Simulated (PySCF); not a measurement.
**F³⁺ (fluorine, charge +3) across methods**

[He] 2s2 2p2, high-spin 3P determinant. Calculation: PySCF 2.14, in x2c-TZVPPall with one added diffuse shell each of s, p, d type (6s4p3d1f, 40 functions); the spin-free X2C one-electron Hamiltonian (Gaussian nucleus).

| method | E (hartree) | mean ε 2s α (eV) | mean ε 2s β (eV) | mean ε 2p α (eV) | Σ⟨r²⟩ (bohr²) | ⟨S²⟩ |
| --- | --- | --- | --- | --- | --- | --- |
| UHF | -95.40929 | -108.31 | -96.230 | -88.096 | 3.563 | 2.003 |
| BHandHLYP | -95.5967 | -100.89 | -92.826 | -81.911 | 3.567 | 2.002 |
| PBE0 | -95.5172 | -97.042 | -90.301 | -78.478 | 3.569 | 2.001 |
| PBE | -95.5004 | -93.005 | -87.758 | -75.049 | 3.577 | 2.001 |
| M06-L | -95.5945 | -94.424 | -88.523 | -76.080 | 3.546 | 2.002 |
| LDA | -94.9187 | -92.628 | -87.497 | -74.901 | 3.592 | 2.001 |
| TPSSh | -95.6063 | -95.422 | -89.079 | -76.859 | 3.565 | 2.002 |
| B97-3 | -95.5788 | -97.309 | -90.789 | -78.671 | 3.561 | 2.002 |
| r2SCAN | -95.5612 | -94.724 | -88.148 | -76.392 | 3.563 | 2.002 |
